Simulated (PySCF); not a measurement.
**Working out the ionisation energy of Xe²⁺**

Xe²⁺ [Kr] 4d10 5s2 5p4 (3P) → Xe³⁺ [Kr] 4d10 5s2 5p3 (4S). All numbers are calculated (PySCF 2.14, scalar relativity through the core potential, in def2-TZVPPD with the def2 core potential (28 electrons) (7s6p4d2f, 59 functions)). Frozen: 4s2 4p6 4d10. Energies in hartree (1 hartree = 27.21139 eV):

```tsv
part	Xe²⁺ (lower)	Xe³⁺ (upper)
UHF	-327.139547	-326.059779
CCSD correlation	-0.108846	-0.081464
(T)	-0.002613	-0.001891
```

Question: What does Hartree-Fock give?

Answer: (-326.059779) − (-327.139547) = 1.079768 hartree = 29.382 eV.

Question: What do CCSD and CCSD(T) give?

Answer: The CCSD correlation energies differ by 0.027382 hartree = 0.745 eV and the triples by 0.000722 hartree = 0.020 eV, so CCSD gives 30.127 eV and CCSD(T) 30.147 eV.

Reference: 31.05 ± 0.04 eV (semi-empirical (NIST evaluation); NIST Atomic Spectra Database, ionization energies), between the lowest levels; spin-orbit coupling is absent from the calculation.

What remains against the reference includes basis incompleteness, the frozen core and higher excitations.
